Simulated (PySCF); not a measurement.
# Working out the excitation energy of Ti⁺

Ti⁺ [Ar] 3d2 4s1 (4F) → Ti⁺ [Ar] 3d2 4p1 (high-spin determinant). All numbers are calculated (PySCF 2.14, the non-relativistic Hamiltonian (point nucleus), in aug-cc-pVDZ). Frozen: [Ar]. Energies in hartree (1 hartree = 27.21139 eV):

```tsv
part	Ti⁺ (lower)	Ti⁺ (upper)
UHF	-848.206892	-848.076488
CCSD correlation	-0.010995	-0.010472
(T)	-0.000048	-0.000461
```

Q: What does Hartree-Fock give?

A: (-848.076488) − (-848.206892) = 0.130404 hartree = 3.548 eV.

Q: What do CCSD and CCSD(T) give?

A: The CCSD correlation energies differ by 0.000523 hartree = 0.014 eV and the triples by -0.000413 hartree = -0.011 eV, so CCSD gives 3.562 eV and CCSD(T) 3.551 eV.

The calculation is non-relativistic.

One determinant mixes LS terms, so it does not stand for a single term.

A double-zeta basis recovers only part of the correlation energy.

The coupled-cluster amplitudes are large, so a single reference is strained.
